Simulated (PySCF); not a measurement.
CaO₂, singlet: molecular constants

Level of theory: B3LYP/[Ca def2-TZVP, O def2-TZVP], no relativity, density fitting, PySCF.

The structure is a minimum.

```xyz
3
charge 0 multiplicity 1, angstrom
Ca    0.0000    0.0000    0.0000
O     0.0000    0.0000    1.8579
O     0.0000    0.0000   -1.8579
```

```
Point group                                                                   : D∞h
Bond lengths                                                                  : Ca–O 1.858 Å (×2)
Bond angles                                                                   : O–Ca–O 180.0°
Rotational symmetry number                                                    : 2
Rotational constants                                                          : 0.1527 cm⁻¹
Atomisation energy without zero-point energy                                  : 556 kJ/mol
Heat capacity Cp at 298.15 K                                                  : 53.1 J/(mol K)
Principal quadrupole moments (Buckingham, traceless) about the centre of mass : -18.31, 9.15, 9.15 D Å
Enthalpy at 298.15 K above 0 K                                                : 12.54 kJ/mol
Dipole moment                                                                 : 0.00 D
Highest occupied level                                                        : -7.98 eV
Zero-point energy                                                             : 9.7 kJ/mol
Lowest empty level                                                            : -5.41 eV
Principal polarisabilities                                                    : 20.3, 20.3, 82.8 bohr³
Entropy at 298.15 K and 1 bar                                                 : 247.1 J/(mol K)
```

Harmonic modes (masses in u: Ca 39.963, O 15.995):
| symmetry | ω (cm⁻¹) | IR (km/mol, summed over degenerate members) | μ (u) |
| --- | --- | --- | --- |
| πu | 193 | 168 | 21.81 |
| σg+ | 491 | 0.0 | 15.99 |
| σu+ | 739 | 49.9 | 21.81 |

In D∞h the vibrations span πu + σg+ + σu+. The σg+ mode carries no infrared intensity, as symmetry demands. With a centre of inversion only u modes can be infrared active and only g modes Raman active.

Charges (e):
```
atom  Mulliken  Löwdin  polar tensor  Mayer order to Ca1
 Ca1      1.12    0.77          1.14                   –
O2,3     -0.56   -0.39         -0.57                0.91
```
Other Mayer orders above 0.3: O–O 0.67.

Mulliken populations on Ca1: s 6.03, p 12.05, d 0.80.

Outer orbital energies (eV). occupied: -28.12, -23.99, -21.98, -8.56, -8.56, -8.46, -7.98, -7.98; empty: -5.41, -1.69, 0.18, 0.18.

This need not be the most stable arrangement of these atoms. At this level a singlet minimum of C2v symmetry lies 176 kJ/mol below this structure. At the minimum of this search the closed-shell solution is unstable towards spin polarisation, so a lower open-shell solution exists.

The final relaxation and frequency run took 19 s on 2 threads of a shared Arm Neoverse N1 host, with 98 basis functions and 8 gradients; the process peaked at 0.85 GiB. Launch command: `OMP_NUM_THREADS=2 python axn.py task.json out`.
